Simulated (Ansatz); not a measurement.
System: GaBr₂, charge 0, doublet. GaBr2 (SMILES [Br][Ga][Br], doublet).
B3LYP-D3(BJ)/def2-TZVP minimum from Ansatz (an electronic-structure program):
```xyz
3

Ga     0.6960     0.3351     0.2410
Br    -0.5928     1.3825    -1.4138
Br    -0.0237    -1.6794     1.2004
```
Charge 0, spin multiplicity 2.

Total energies in cc-pVTZ, 17 correlated electrons, 42 frozen orbitals. Radicals and triplets start from unrestricted determinants; spin-orbit coupling is neglected. Correlated methods leave the cores frozen (noble-gas shells, and filled d and f shells in the p block). No relativity. Spin-orbit terms, left out, reach several kcal/mol for Br and I, and more for heavier atoms. The spin of Br2Ga ([Br][Ga][Br], doublet) was assumed, and the state is the lowest solution found for it.

| method | program | energy (Eh) | minus CCSDT(Q) (mEh) |
|---|---|---|---|
| HF | Ansatz | -7068.32101 | 414.65 |
| MP2 | Ansatz | -7068.68452 | 51.14 |
| CCSD | Ansatz | -7068.71666 | 19.01 |
| CCSD(T) | Ansatz | -7068.73366 | 2.01 |
| CCSDT(Q) | Ansatz | -7068.73567 | 0.00 |

Rough core times of Ansatz's runs on a shared machine: CCSD(T) 30 s, CCSDT(Q) 40 min.
